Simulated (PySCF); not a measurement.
## A search over the determinants of LiZn

Unrestricted PBE0; PySCF, no relativity, basis sets Li 6-31G(d,p), Zn 6-31G(d,p). Outer shells of the fragments: Li 2s1; Zn 3d10 4s2.

Followed along the bond (rough minima from three points):

| 2Ms+1 | unpaired | ⟨S²⟩ at the start | R at minimum (Å) | Te (eV) |
| --- | --- | --- | --- | --- |
| 2 | σ ↑ | 0.76 | 2.58 | 0.00 |
| 2 | π ↑ | 0.75 | 2.29 | 0.70 |
| 4 | σ ↑↑, π ↑ | 3.75 | 2.60 | 3.39 |

Solutions found at the starting distance of 2.475 Å, counted from the lowest of them; the search is not exhaustive and high or unbound solutions are not listed, so other states can lie among these:

| 2Ms+1 | unpaired | term | E (eV) | ⟨S²⟩ | ⟨Lz²⟩ | μ (D) |
| --- | --- | --- | --- | --- | --- | --- |
| 2 | σ ↑ | ²Σ⁺ | 0.00 | 0.76 | 0.00 | -0.07 |
| 2 | π ↑ | ²Π | 0.76 | 0.75 | 1.00 | -2.23 |
| 4 | σ ↑↑, π ↑ | ⁴Π | 3.40 | 3.75 | 1.00 | -2.42 |
| 4 | σ ↑, π ↑↑ | ⁴Σ⁻ | 4.10 | 3.75 | 0.00 | -2.61 |
| 2 | σ ↑↑, π ↓ | mixed | 4.21 | 1.75 | 1.00 | -2.27 |
| 4 | σ ↑↑↑ | ⁴Σ⁺ | 4.32 | 3.75 | 0.00 | 4.84 |
| 4 | σ ↑, π ↑↑ | mixed | 6.20 | 3.75 | 2.00 | 2.31 |

A term symbol is given only where ⟨S²⟩ and ⟨Lz²⟩ are close to those of a pure state; real π, δ and φ orbitals otherwise mix terms. A positive dipole means Li(−)Zn(+).

Task: Compare the gap between the two lowest followed solutions at the starting distance with the gap between their minima.

Result: At PBE0 the second solution (doublet, unpaired electrons π ↑) lies +0.76 eV from the first (doublet, unpaired electrons σ ↑) at 2.475 Å and +0.70 eV at the minima; the two curves relax by different amounts, since their minima lie near 2.29 and 2.58 Å.

Counting both spins, an empty level lies below a filled one in some of these solutions, because spin and occupation are held.
